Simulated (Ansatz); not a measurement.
Ideal-gas functions of `[Cl][Ga]1[O][SiH2]1` at 500 K and 1 bar, from an Ansatz frequency run at PBE0-D4/def2-TZVP.

Molar mass 151.28 g/mol, point group Cs (symmetry number 1), electronic degeneracy 1, moments of inertia 34.254, 340.584, 368.913 u Å². Harmonic wavenumbers (cm⁻¹, unscaled): 95, 103, 307, 376, 410, 476, 649, 779, 924, 999, 2215, 2228.

Use S(trans) = R[1.5 ln M + 2.5 ln T − 1.1517]; rotational temperatures θ = 24.2544 K / I; S(rot) = R[ln(√π/σ · √(T³/θAθBθC)) + 1.5]; for each mode x = 1.438777 ν̃/T, S = R[x/(eˣ − 1) − ln(1 − e⁻ˣ)] and H = RT x/(eˣ − 1); 1 cm⁻¹ = 0.0119627 kJ/mol; R = 8.31446 J/(mol·K).

Q: By hand: the entropy, in J/(mol·K).

A: Translation 182.2. Rotation: θ = 0.7081, 0.0712, 0.0657 K, giving 118.5. Vibration, mode by mode: 19.12, 18.46, 9.61, 8.05, 7.41, 6.32, 4.23, 3.15, 2.27, 1.91, 0.10, 0.10, in all 80.7. Electronic 0.0. Sum 381.4 J/(mol·K).

Q: By hand: H − E and G − E in kJ/mol, counted from the electronic energy.

A: Zero-point energy ½ × 9561 × 0.0119627 = 57.2; thermal vibration 20.4; translation, rotation and pV give 4 RT = 16.6. H − E = 94.2 kJ/mol, and G − E = 94.2 − 500 × 381.4/1000 = -96.5 kJ/mol.

Vibration gives 21 % of the entropy, 37.6 J/(mol·K) of it from the modes under 150 cm⁻¹: soft modes count most, and the harmonic formula is weakest for them.
